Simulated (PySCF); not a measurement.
CBrF₂, SMILES F[C](Br)F, multiplicity 2. Geometry optimised at PBE-D3(BJ)/def2-SVP. The isomer is the one that the SMILES or the coordinates give; other isomers of the formula were not compared.

The numbers are results of PBE-D3(BJ)/def2-SVP (PySCF 2.14.0), not measurements.

Harmonic wavenumbers (cm⁻¹): 299, 313, 570, 659, 1144, 1223. Rotational constants (GHz): 10.81, 2.842, 2.284; symmetry number 1.

Q: Work out the zero-point energy and the ideal-gas rigid-rotor harmonic-oscillator thermochemistry at 298.15 K and 1 atm.

A: ZPE = ½ Σ hcν = ½ × 4207 cm⁻¹ = 6.01 kcal/mol. H − E(el) = 9.12 kcal/mol. Entropy in cal/(mol K): translation 40.50, rotation 25.93, vibration 3.72, spin 1.38, total 71.53. G − E(el) = -12.21 kcal/mol. Cp = 13.72 cal/(mol K).
